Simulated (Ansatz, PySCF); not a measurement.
C2H14Si4, SMILES [SiH3]C[SiH2][SiH2]C[SiH3]. Atoms are numbered in the order given.

```xyz
20

Si     3.6649     1.1302    -0.3591
C      2.3746    -0.0082     0.4033
Si     0.6232     0.2276    -0.2649
Si    -0.8667    -1.2713     0.7614
C     -2.5653    -1.2802    -0.0647
Si    -3.3804     0.4101    -0.2042
H      3.7418     0.9065    -1.8357
H      3.3002     2.5599    -0.1163
H      5.0184     0.8806     0.2283
H      2.6790    -1.0558     0.2372
H      2.3597     0.1510     1.4953
H      0.1796     1.6382    -0.0251
H      0.6108     0.0036    -1.7475
H     -1.0104    -0.8897     2.2041
H     -0.2627    -2.6437     0.7228
H     -2.4590    -1.6998    -1.0799
H     -3.2291    -1.9593     0.4971
H     -3.4625     1.0643     1.1381
H     -4.7624     0.2974    -0.7645
H     -2.5733     1.2892    -1.1058
```

The structure is a stationary point at PBE0-D3(BJ)/def2-SVP. The structure was generated by enumeration, and PubChem lists no compound with its InChIKey, so it may never have been made. The values are those of a single conformer.

Two levels are set side by side: PBE-D3(BJ)/def2-SVP (Ansatz, a quantum-chemistry and plane-wave program) and PBE0-D3(BJ)/def2-SVP (Ansatz). Each level has its own optimised geometry; the coordinates shown are those of the second. Frequencies come from the Hessian of PySCF at each geometry. Differences are taken from unrounded values.

```tsv
quantity	PBE0-D3(BJ)
mean bond length (Å)	1.541
bond Si1–C2 (Å)	1.882
bond C2–Si3 (Å)	1.889
bond Si3–Si4 (Å)	2.349
bond Si4–C5 (Å)	1.889
bond C5–Si6 (Å)	1.882
bond Si1–H7 (Å)	1.495
bond Si1–H8 (Å)	1.495
bond Si1–H9 (Å)	1.496
bond C2–H10 (Å)	1.104
bond C2–H11 (Å)	1.104
bond Si3–H12 (Å)	1.498
bond Si3–H13 (Å)	1.499
bond Si4–H14 (Å)	1.499
bond Si4–H15 (Å)	1.500
bond C5–H16 (Å)	1.104
bond C5–H17 (Å)	1.103
highest harmonic wavenumber (cm⁻¹)	3138
mean harmonic wavenumber (cm⁻¹)	1126
zero-point energy (kcal/mol)	86.93
```

**Question.** What does PBE-D3(BJ) give, and how far is it from PBE0-D3(BJ)? (The exact figures need the calculation; the answer reports its results.)

**Answer.** 
```
quantity                            PBE-D3(BJ)  PBE-D3(BJ) minus PBE0-D3(BJ)
----------------------------------  ----------  ----------------------------
mean bond length (Å)                     1.551                         0.010
bond Si1–C2 (Å)                          1.894                         0.012
bond C2–Si3 (Å)                          1.901                         0.012
bond Si3–Si4 (Å)                         2.357                         0.008
bond Si4–C5 (Å)                          1.901                         0.012
bond C5–Si6 (Å)                          1.894                         0.012
bond Si1–H7 (Å)                          1.505                         0.010
bond Si1–H8 (Å)                          1.505                         0.010
bond Si1–H9 (Å)                          1.507                         0.010
bond C2–H10 (Å)                          1.111                         0.008
bond C2–H11 (Å)                          1.111                         0.008
bond Si3–H12 (Å)                         1.508                         0.010
bond Si3–H13 (Å)                         1.510                         0.010
bond Si4–H14 (Å)                         1.509                         0.010
bond Si4–H15 (Å)                         1.511                         0.011
bond C5–H16 (Å)                          1.111                         0.008
bond C5–H17 (Å)                          1.111                         0.008
highest harmonic wavenumber (cm⁻¹)        3051                           -87
mean harmonic wavenumber (cm⁻¹)           1091                           -35
zero-point energy (kcal/mol)             84.21                         -2.71
```

GGA bonds tend to be longer and softer than those of functionals with exact exchange. Differences between two approximate levels are no errors against the true value.
